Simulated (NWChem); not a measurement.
GeNH2Cl, singlet; SMILES [Ge]([NH2])[Cl]

Results from NWChem. Low-valent species are run as closed-shell singlets; no triplet was tried in these runs. Geometry: optimised at PBE-D3(BJ)/def2-SVP. One conformer.

Diagonal of the polarisability tensor at PBE/aug-cc-pVDZ, static: 60.77, 74.04, 45.13 bohr³.

Question: Find the mean polarisability volume, the molar refraction, and the refractive index that an ideal gas of it would have at 273.15 K and 1 atm.

Answer: 
1. Mean: one third of the trace = 59.98 bohr³ × 0.14818 Å³/bohr³ = 8.89 Å³.
2. Molar refraction (Lorentz-Lorenz): (4π/3) N_A α = 22.4 cm³/mol.
3. Number density p/kT = 2.687 × 10⁻⁵ Å⁻³; n − 1 = 2π N α = 15.00 × 10⁻⁴.
4. These hold the electronic response alone: vibrational and orientational terms add to the static dielectric constant.
